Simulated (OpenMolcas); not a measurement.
**OpenMolcas run: Ag3+**

Ag3+ among 6 point charges of -1.5 e arranged as an octahedron (Oh), 2.06 Å from the ion. With inversion symmetry the input lists one of each pair of outer charges.

Input:

```
&GATEWAY
Coord
1

Ag 0.0 0.0 0.0
Basis=ANO-RCC-VDZP
Group=XYZ
NoMove
AngMom=0.0 0.0 0.0
AMFI
XField
3 Angstrom 0
2.060000 0.000000 0.000000 -1.500000
0.000000 2.060000 0.000000 -1.500000
0.000000 0.000000 2.060000 -1.500000
&SEWARD
&RASSCF
FileOrb=start.orb
Symmetry=1
Spin=3
nActEl=8 0 0
Inactive=9 9
Ras2=5 0
CIRoot=10 10 1
SDav=10
CIMx=300
Iter=120 100
PrWF=0.3
OrbListing=Nothing
MaxOrb=0
>>> COPY $Project.JobIph JOB001
&RASSCF
FileOrb=start.orb
Symmetry=1
Spin=1
nActEl=8 0 0
Inactive=9 9
Ras2=5 0
CIRoot=15 15 1
SDav=15
CIMx=300
Iter=120 100
PrWF=0.3
OrbListing=Nothing
MaxOrb=0
>>> COPY $Project.JobIph JOB002
&RASSI
NrOfJobIphs=2 10 15
1 2 3 4 5 6 7 8 9 10
1 2 3 4 5 6 7 8 9 10 11 12 13 14 15
IphNames
JOB001
JOB002
EJob
SpinOrbit
DIPRint=1.0
SOCoupling=1000.0
Subsets=2
Property=9
'ANGMOM' 1 'ANGMOM' 2 'ANGMOM' 3 'MLTPL  1' 1 'MLTPL  1' 2 'MLTPL  1' 3
'AMFI' 1 'AMFI' 2 'AMFI' 3
SOProperty=3
'ANGMOM' 1 'ANGMOM' 2 'ANGMOM' 3
```

A driver script runs the steps one by one and writes start.orb anew before each from the orbitals found so far.

Output, cut to the results:

```
--- SEWARD ---
Basis set label: AG.ANO-RCC...6S5P3D1F.

      Electronic valence basis set:
      ------------------
      Associated Effective Charge  47.000000 au
      Associated Actual Charge     47.000000 au
      Nuclear Model: Point charge

      Shell  nPrim  nBasis  Cartesian Spherical Contaminant
         s      21       6        X
         p      18       5        X
         d      13       3                 X
         f       6       1                 X
                  Relativistic Douglas-Kroll-Hess integrals:
                    - DKH order of Hamiltonian: 2
                    - DKH order of Properties : 0
                  Atomic mean-field integrals
--- RASSCF ---
Wave function specifications:
      -----------------------------

      Number of closed shell electrons          36
      Number of electrons in active shells       8
      Max number of holes in RAS1 space          0
      Max nr of electrons in RAS3 space          0
      Number of inactive orbitals               18
      Number of active orbitals                  5
      Number of secondary orbitals              20
      Spin quantum number                      1.0
      State symmetry                             1
Orbital specifications:
      -----------------------

      Symmetry species                           1   2
                                                ag  au
      Frozen orbitals                            0   0
      Inactive orbitals                          9   9
      Active orbitals                            5   0
      RAS1 orbitals                              0   0
      RAS2 orbitals                              5   0
      RAS3 orbitals                              0   0
      Secondary orbitals                         7  13
      Deleted orbitals                           0   0
      Number of basis functions                 21  22
      Number of CSFs                            10
      Number of root(s) required                10
      Iter CI   SX   CI       RASSCF       Energy    max ROT     max BLB   max BLB  Level Ln srch  Step   QN
          iter iter root      energy       change     param      element    value   shift minimum  type update
 Nr of preliminary CI iterations:   1
      Total energies have been shifted. Add                -5000.00 au
        1   1    6    0  -316.32051856    0.00E+00   1.31E-01*  12  19 1  5.17E-01*  0.00   0.00    SX    NO
        2   1    6    0  -316.54417480   -2.24E-01*  4.62E-02    7  13 2  2.06E-01*  0.00   0.00    SX    NO
        3   1    5    0  -316.56829680   -2.41E-02*  2.54E-02   14  21 1  8.65E-02*  0.00   0.00    SX    NO
        4   1    5    0  -316.57478690   -6.49E-03*  1.40E-02    9  15 2  4.77E-02*  0.00   0.00    SX    NO
        5   1    5    0  -316.57664958   -1.86E-03*  4.86E-03    9  15 2 -2.57E-02*  0.00   0.64    QN   YES
        6   1    4    0  -316.57747735   -8.28E-04*  1.47E-04   14  21 1  7.13E-04*  0.00   1.03    QN   YES
        7   1    3    0  -316.57747790   -5.45E-07*  5.21E-06   14  21 1  1.66E-05   0.00   1.00    QN   YES
        8   1    3    0  -316.57747790   -3.48E-10   1.22E-06   12  19 1  3.12E-06   0.00   1.34    QN   YES
      Convergence after  8 iterations
        9   1    3    0  -316.57747790   -3.91E-11   1.22E-06    9  15 2 -1.28E-07   0.00   1.34    QN   YES
      Natural orbitals and occupation numbers for root  1
      sym 1:   2.000000   2.000000   1.000000   2.000000   1.000000
      Natural orbitals and occupation numbers for root  2
      sym 1:   1.966435   2.000000   1.966435   1.033565   1.033565
      Natural orbitals and occupation numbers for root  3
      sym 1:   1.178446   1.821554   1.178446   2.000000   1.821554
::    RASSCF root number  1 Total energy:  -5316.62384303
::    RASSCF root number  2 Total energy:  -5316.60269115
::    RASSCF root number  3 Total energy:  -5316.60269115
::    RASSCF root number  4 Total energy:  -5316.60269115
::    RASSCF root number  5 Total energy:  -5316.58684262
::    RASSCF root number  6 Total energy:  -5316.58684262
::    RASSCF root number  7 Total energy:  -5316.58684262
::    RASSCF root number  8 Total energy:  -5316.52744489
::    RASSCF root number  9 Total energy:  -5316.52744489
::    RASSCF root number 10 Total energy:  -5316.52744489
--- RASSCF ---
Wave function specifications:
      -----------------------------

      Number of closed shell electrons          36
      Number of electrons in active shells       8
...
--- RASSI ---
SPIN-FREE ENERGIES:
  (Shifted by EMIN (a.u.) =      -5316.6238430319)

 SF State       Relative EMIN(au)   Rel lowest level(eV)    D:o, cm**(-1)      L_eff

     1             0.0000000000        0.0000000000              0.0000         3.0
     2             0.0211518827        0.5755720502           4642.3017         3.0
     3             0.0211518827        0.5755720502           4642.3017         3.0
     4             0.0211518827        0.5755720502           4642.3017         3.0
     5             0.0370004116        1.0068324911           8120.6517         3.0
     6             0.0370004116        1.0068324911           8120.6517         3.0
     7             0.0370004116        1.0068324911           8120.6517         3.0
    11             0.0704747844        1.9177165784          15467.4273         2.4
    12             0.0704747844        1.9177165784          15467.4273         2.4
    13             0.0878814923        2.3913772306          19287.7581         2.2
    14             0.0878814923        2.3913772306          19287.7581         2.2
    15             0.0878814923        2.3913772306          19287.7581         2.2
    10             0.0963981429        2.6231270994          21156.9469         1.1
     8             0.0963981429        2.6231270994          21156.9469         1.1
     9             0.0963981429        2.6231270994          21156.9469         1.1
    16             0.1081772001        2.9436515762          23742.1511         4.0
    17             0.1143496533        3.1116125841          25096.8480         4.0
    18             0.1143496533        3.1116125841          25096.8480         4.0
    19             0.1143496533        3.1116125841          25096.8480         4.0
    20             0.1258140840        3.4235756347          27612.9997         3.8
    21             0.1258140840        3.4235756347          27612.9997         3.8
...
```

Spin-orbit levels above the lowest (labels of O, the rotations of Oh):

| E (cm-1) | Degeneracy | Label | 2S+1 |
| --- | --- | --- | --- |
| 0.0 | 3 | T2 | 3 |
| 3802 | 2 | E | 3 |
| 4423 | 3 | T1 | 3 |
| 6437 | 1 | A1 | 3 |
| 6864 | 3 | T2 | 3 |
| 7137 | 1 | A2 | 3 |
| 9174 | 3 | T1 | 3 |
| 10779 | 2 | E | 3 (77 %) |
| 11462 | 3 | T2 | 3 |
| 17758 | 2 | E | 1 (59 %) |
| 18526 | 3 | T2 | 3 (53 %) |
| 22657 | 2 | E | 3 (81 %) |
| 23623 | 3 | T1 | 3 |
| 23815 | 1 | A1 | 3 |
| 24583 | 3 | T2 | 3 (53 %) |
| 25567 | 1 | A1 | 1 |
| 26796 | 3 | T1 | 1 |
| 29497 | 2 | E | 1 |
| 29957 | 3 | T2 | 1 |
| 59274 | 1 | A1 | 1 |

Without dynamic correlation the repulsion within the d shell is too large (B by tens of per cent), so at a given field states of lower spin stand too high. Real 4d8 and 5d8 ions are as a rule square planar and diamagnetic. This field is weak: 10Dq is about 4495 cm-1, while octahedral complexes of 4d ions of charge 3 and more, computed by the same method with explicit ligands, had a median near 25000 cm-1. Ground spin and moment need not be those of a real site. Point charges carry no covalency, so the field is a model and not that of real ligands. No measured value stands beside these numbers.
